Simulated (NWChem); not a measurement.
Molecule: BeNH₂F; SMILES [NH2][Be][F]

```xyz
5

Be     0.0000     0.0000    -0.1005
F      0.0000     0.0000    -1.4865
N      0.0000     0.0000     1.4032
H      0.0000    -0.8244     1.9791
H      0.0000     0.8244     1.9791
```
Atoms are numbered in this order, from 1.

Program: NWChem. Structure relaxed at the PBE0-D3(BJ)/def2-TZVP level.

Problem. Among these, which level gives the lowest value of “orbital gap (eV)”?
A. Hartree-Fock/def2-SVP
B. Hartree-Fock/STO-3G
C. Hartree-Fock/pcseg-1
D. Hartree-Fock/aug-pcseg-1

Solution. D, Hartree-Fock/aug-pcseg-1. Values: Hartree-Fock/aug-pcseg-1 11.67; Hartree-Fock/def2-SVP 13.21; Hartree-Fock/pcseg-1 13.83; Hartree-Fock/STO-3G 16.94
